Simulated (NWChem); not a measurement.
System: C2H4F2Si; SMILES F/C=C(/F)[SiH3]

NWChem input:

```
start job
memory heap 200 mb stack 900 mb global 1100 mb
geometry units angstroms
  F      1.308216     1.210216    -0.938620
  C      1.242706    -0.049217    -0.480823
  C      0.136348    -0.475501     0.108330
  F      0.138209    -1.756054     0.546417
  Si    -1.451201     0.534280     0.398089
  H      2.150195    -0.611165    -0.651665
  H     -1.090488     1.683989     1.224852
  H     -2.373083    -0.370964     1.077482
  H     -1.946223     0.951763    -0.911927
end
basis spherical
  * library def2-svp
end
dft
  xc pbe0
  iterations 150
end
driver
  maxiter 120
end
task dft optimize
task dft freq
```

Excerpt of the output:

```
             Northwest Computational Chemistry Package (NWChem) 7.3.0
             --------------------------------------------------------

 CS  symmetry detected

                             Geometry "geometry" -> ""
                             -------------------------

 Output coordinates in angstroms (scale by  1.889725989 to convert to a.u.)

  No.       Tag          Charge          X              Y              Z
 ---- ---------------- ---------- -------------- -------------- --------------
    1 F                    9.0000     0.75406825    -1.89292284     0.00000000
    2 C                    6.0000    -0.45271175    -1.30664375     0.00000000
    3 C                    6.0000    -0.53932564     0.01447145     0.00000000
    4 F                    9.0000    -1.78667413     0.53969657     0.00000000
    5 Si                  14.0000     0.91511083     1.24269957     0.00000000
    6 H                    1.0000    -1.26924470    -2.01501002     0.00000000
    7 H                    1.0000     1.69798403     0.98966728     1.20771083
    8 H                    1.0000     0.30740225     2.56995172     0.00000000
    9 H                    1.0000     1.69798403     0.98966728    -1.20771083

 Effective nuclear repulsion energy (a.u.)     218.8360271971

      Symmetry information
      --------------------

 Group name             Cs
 Group number              2
 Group order               2
 No. of unique centers     8

                                Z-matrix (autoz)
                                --------

 Units are Angstrom for bonds and degrees for angles

[...]

      ----------------------
      Optimization converged
      ----------------------

  Step       Energy      Delta E   Gmax     Grms     Xrms     Xmax
  ---- ---------------- -------- -------- -------- -------- --------
@    5    -567.03154224 -1.6D-07  0.00003  0.00001  0.00062  0.00153
                                     ok       ok       ok       ok

                                Z-matrix (autoz)
                                --------

 Units are Angstrom for bonds and degrees for angles

[...]

 Rotational Constants
 --------------------
 A=   0.150305 cm-1  (  0.216251 K)
 B=   0.112350 cm-1  (  0.161643 K)
 C=   0.065784 cm-1  (  0.094646 K)

 Temperature                      =   298.15K
 frequency scaling parameter      =   1.0000

 Zero-Point correction to Energy  =   32.612 kcal/mol  (  0.051970 au)
 Thermal correction to Energy     =   36.039 kcal/mol  (  0.057431 au)
 Thermal correction to Enthalpy   =   36.631 kcal/mol  (  0.058375 au)

 Total Entropy                    =   75.042 cal/mol-K
   - Translational                =   39.516 cal/mol-K (mol. weight =  94.0050)
   - Rotational                   =   26.764 cal/mol-K (symmetry #  =        1)
   - Vibrational                  =    8.762 cal/mol-K

 Cv (constant volume heat capacity) =   19.082 cal/mol-K
   - Translational                  =    2.979 cal/mol-K
   - Rotational                     =    2.979 cal/mol-K
   - Vibrational                    =   13.123 cal/mol-K

[normal modes left out]

 ----------------------------------------------------------------------------
 Normal Eigenvalue ||           Projected Infra Red Intensities
  Mode   [cm**-1]  || [atomic units] [(debye/angs)**2] [(KM/mol)] [arbitrary]
 ------ ---------- || -------------- ----------------- ---------- -----------
    1      -60.671 ||    0.000019           0.000         0.018       0.005
    2       -0.000 ||    0.000002           0.000         0.002       0.001
    3       -0.000 ||    0.000004           0.000         0.004       0.001
    4       -0.000 ||    0.000002           0.000         0.002       0.001
    5       -0.000 ||    0.000000           0.000         0.000       0.000
    6        0.000 ||    0.000004           0.000         0.004       0.001
    7        0.000 ||    0.000010           0.000         0.010       0.003
    8      143.251 ||    0.002207           0.051         2.152       0.603
    9      324.579 ||    0.012180           0.281        11.874       3.328
   10      324.627 ||    0.008275           0.191         8.067       2.261
   11      357.440 ||    0.000263           0.006         0.256       0.072
   12      538.979 ||    0.007536           0.174         7.347       2.059
   13      623.652 ||    0.002703           0.062         2.635       0.739
   14      665.295 ||    0.039482           0.911        38.489      10.788
   15      677.318 ||    0.054546           1.258        53.174      14.905
   16      870.009 ||    0.018634           0.430        18.165       5.092
   17      912.044 ||    0.236840           5.464       230.884      64.716
   18      932.907 ||    0.047571           1.098        46.375      12.999
   19      943.549 ||    0.035254           0.813        34.367       9.633
   20     1212.613 ||    0.115520           2.665       112.614      31.566
   21     1239.805 ||    0.141182           3.257       137.631      38.578
   22     1309.765 ||    0.000156           0.004         0.152       0.043
   23     1752.067 ||    0.028867           0.666        28.141       7.888
   24     2247.259 ||    0.051056           1.178        49.772      13.951
   25     2250.817 ||    0.096473           2.226        94.046      26.361
   26     2265.733 ||    0.085424           1.971        83.276      23.342
   27     3231.293 ||    0.003899           0.090         3.801       1.065
 ----------------------------------------------------------------------------

 ===============================================================================
      Negative Nuclear Hessian Mode    1  Eigenvalue =    -60.67 cm**(-1)
 -------------------------------------------------------------------------------
   Raw step length:  0.515 angstroms ;  The Raw step for this mode is:
    1 F                    9.0000     0.00000011     0.00000038    -0.01529070
    2 C                    6.0000    -0.00000003     0.00000003    -0.00976820
    3 C                    6.0000    -0.00000015     0.00000001     0.00002235
    4 F                    9.0000    -0.00000013     0.00000001     0.02008767
    5 Si                  14.0000     0.00000006    -0.00000024     0.00135944
    6 H                    1.0000     0.00000019    -0.00000022    -0.01144317
    7 H                    1.0000    -0.15921332     0.20316785     0.14768637
    8 H                    1.0000     0.00000032    -0.00000014    -0.29605222
    9 H                    1.0000     0.15921341    -0.20316866     0.14768640

  Geometry after  100.0% step for mode  1; Step length =  0.515 angstroms
   Maximum component (any atom: x,y, or z) displacement:  0.559
    1 F                    9.0000     0.75714419    -1.87674692    -0.01529070
    2 C                    6.0000    -0.45121627    -1.31857929    -0.00976820
    3 C                    6.0000    -0.57015404     0.01074050     0.00002235
    4 F                    9.0000    -1.80890985     0.52897367     0.02008767
    5 Si                  14.0000     0.89160417     1.21398428     0.00135944
    6 H                    1.0000    -1.28313571    -2.02896184    -0.01144317
    7 H                    1.0000     1.57349457     1.20849749     1.36191937
    8 H                    1.0000     0.32384530     2.59150740    -0.29605222
    9 H                    1.0000     1.89192130     0.80216098    -1.06654660

  Geometry after -100.0% step for mode  1; Step length =  0.515 angstroms
   Maximum component (any atom: x,y, or z) displacement:  0.559
    1 F                    9.0000     0.75714397    -1.87674767     0.01529070
    2 C                    6.0000    -0.45121621    -1.31857935     0.00976820
    3 C                    6.0000    -0.57015374     0.01074049    -0.00002235
    4 F                    9.0000    -1.80890960     0.52897366    -0.02008767
    5 Si                  14.0000     0.89160404     1.21398475    -0.00135944
    6 H                    1.0000    -1.28313608    -2.02896141     0.01144317
    7 H                    1.0000     1.89192121     0.80216179     1.06654663
    8 H                    1.0000     0.32384465     2.59150768     0.29605222
    9 H                    1.0000     1.57349448     1.20849830    -1.36191940

  Geometry after   50.0% step for mode  1; Step length =  0.258 angstroms
   Maximum component (any atom: x,y, or z) displacement:  0.280
    1 F                    9.0000     0.75714414    -1.87674711    -0.00764535
    2 C                    6.0000    -0.45121626    -1.31857931    -0.00488410
    3 C                    6.0000    -0.57015396     0.01074050     0.00001118
    4 F                    9.0000    -1.80890979     0.52897367     0.01004384
    5 Si                  14.0000     0.89160414     1.21398440     0.00067972
    6 H                    1.0000    -1.28313580    -2.02896173    -0.00572158
    7 H                    1.0000     1.65310123     1.10691356     1.28807619
    8 H                    1.0000     0.32384513     2.59150747    -0.14802611
    9 H                    1.0000     1.81231459     0.90374531    -1.14038980

  Geometry after  -50.0% step for mode  1; Step length =  0.258 angstroms
   Maximum component (any atom: x,y, or z) displacement:  0.280
    1 F                    9.0000     0.75714403    -1.87674748     0.00764535
    2 C                    6.0000    -0.45121623    -1.31857934     0.00488410
    3 C                    6.0000    -0.57015382     0.01074049    -0.00001118
    4 F                    9.0000    -1.80890967     0.52897366    -0.01004384
    5 Si                  14.0000     0.89160407     1.21398464    -0.00067972
    6 H                    1.0000    -1.28313599    -2.02896152     0.00572158
    7 H                    1.0000     1.81231455     0.90374572     1.14038981
    8 H                    1.0000     0.32384481     2.59150761     0.14802611
    9 H                    1.0000     1.65310119     1.10691397    -1.28807620

  Geometry after   35.7% step for mode  1; Step length =  0.184 angstroms
   Maximum component (any atom: x,y, or z) displacement:  0.200
    1 F                    9.0000     0.75714412    -1.87674716    -0.00546626
    2 C                    6.0000    -0.45121625    -1.31857931    -0.00349203
    3 C                    6.0000    -0.57015394     0.01074050     0.00000799
    4 F                    9.0000    -1.80890977     0.52897367     0.00718112
    5 Si                  14.0000     0.89160413     1.21398443     0.00048598
    6 H                    1.0000    -1.28313583    -2.02896170    -0.00409081
    7 H                    1.0000     1.67579086     1.07795994     1.26702927
    8 H                    1.0000     0.32384509     2.59150749    -0.10583545
    9 H                    1.0000     1.78962495     0.93269905    -1.16143672

  Geometry after  -35.7% step for mode  1; Step length =  0.184 angstroms
   Maximum component (any atom: x,y, or z) displacement:  0.200
    1 F                    9.0000     0.75714404    -1.87674743     0.00546626
    2 C                    6.0000    -0.45121623    -1.31857933     0.00349203
    3 C                    6.0000    -0.57015384     0.01074049    -0.00000799
    4 F                    9.0000    -1.80890968     0.52897366    -0.00718112
    5 Si                  14.0000     0.89160408     1.21398460    -0.00048598
    6 H                    1.0000    -1.28313596    -2.02896155     0.00409081
    7 H                    1.0000     1.78962492     0.93269934     1.16143673
    8 H                    1.0000     0.32384485     2.59150759     0.10583545
    9 H                    1.0000     1.67579083     1.07796023    -1.26702928

  Geometry after   17.9% step for mode  1; Step length =  0.092 angstroms
   Maximum component (any atom: x,y, or z) displacement:  0.100
    1 F                    9.0000     0.75714410    -1.87674723    -0.00273313
    2 C                    6.0000    -0.45121625    -1.31857932    -0.00174601
    3 C                    6.0000    -0.57015392     0.01074050     0.00000400
    4 F                    9.0000    -1.80890975     0.52897367     0.00359056
    5 Si                  14.0000     0.89160412     1.21398448     0.00024299
    6 H                    1.0000    -1.28313586    -2.02896166    -0.00204540
    7 H                    1.0000     1.70424937     1.04164479     1.24063114
    8 H                    1.0000     0.32384503     2.59150751    -0.05291772
    9 H                    1.0000     1.76116642     0.96901435    -1.18783486

  Geometry after  -17.9% step for mode  1; Step length =  0.092 angstroms
   Maximum component (any atom: x,y, or z) displacement:  0.100
    1 F                    9.0000     0.75714406    -1.87674736     0.00273313
    2 C                    6.0000    -0.45121624    -1.31857933     0.00174601
    3 C                    6.0000    -0.57015386     0.01074049    -0.00000400
    4 F                    9.0000    -1.80890971     0.52897366    -0.00359056
    5 Si                  14.0000     0.89160409     1.21398456    -0.00024299
    6 H                    1.0000    -1.28313593    -2.02896159     0.00204540
    7 H                    1.0000     1.76116641     0.96901449     1.18783486
    8 H                    1.0000     0.32384491     2.59150756     0.05291772
    9 H                    1.0000     1.70424936     1.04164493    -1.24063114
```

Level: PBE0/def2-SVP. The optimisation ended at a saddle point (imaginary frequency).
